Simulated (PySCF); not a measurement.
# A small calculation by hand: chemical shift, span and skew from a shielding tensor

Ge(H)(Me) (CH4Ge), SMILES [GeH][CH3] (connectivity only; charge and spin as stated), neutral, multiplicity 1. Atoms are numbered in the order given.

```xyz
6

Ge     0.0523    -0.4492     0.0000
H     -1.5349    -0.5914     0.0000
C     -0.0023     1.5351     0.0000
H      0.9911     1.9846     0.0000
H     -0.5575     1.8854     0.8771
H     -0.5575     1.8854    -0.8771
```

The structure is a stationary point at ωB97X-D3(BJ)/def2-TZVP.

GIAO shieldings from HF/pcSseg-2 (PySCF), non-relativistic, no solvent. The symmetric part of the tensor of C3 has the principal values 88.7, 178.4, 201.9 ppm. The same nucleus in TMS has σ = 193.3 ppm at this level (PySCF, at its B3LYP-D3(BJ)/def2-TZVP geometry).

Question: Work out the isotropic shielding, the ¹³C shift against TMS, the span and the skew.

Answer: 
σ(iso) = (σ11 + σ22 + σ33)/3 = 156.3 ppm. δ = σ(ref) − σ(iso) = 193.3 − (156.3) = 37.0 ppm.
Span Ω = σ33 − σ11 = 113.2 ppm. Skew κ = 3(σ(iso) − σ22)/Ω = -0.58. Tumbling in solution averages the tensor to δ; in a static solid the shielding alone would spread this spin-1/2 line over Ω.
